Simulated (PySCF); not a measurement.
Electron correlation in Bi⁺ (bismuth, charge +1)

[Xe] 4f14 5d10 6s1 6p3, high-spin 5S determinant (an excited configuration). Calculation: PySCF 2.14, in x2c-TZVPPall (11s7p6d3f, 83 functions); scalar relativity by spin-free X2C-1e. Frozen: [Kr] 4d10 4f14; 22 electrons correlated.

| level | correlation energy (mhartree) |
| --- | --- |
| CCSD | -395.70 |
| (T) | -6.11 |
| CCSD(T) | -401.81 |

Diagnostics: T1 = 0.0050, D1 = 0.0147, largest double amplitude 0.035.

Problem. Is a single reference adequate?

Solution. Yes, within this model without spin-orbit coupling: T1 lies below 0.03 and no double amplitude reaches 0.07.

This basis was not built for core-valence correlation, so the inner-shell part is incomplete.

Spin-orbit coupling is strong in this species, so the high-spin LS determinant is a model state.
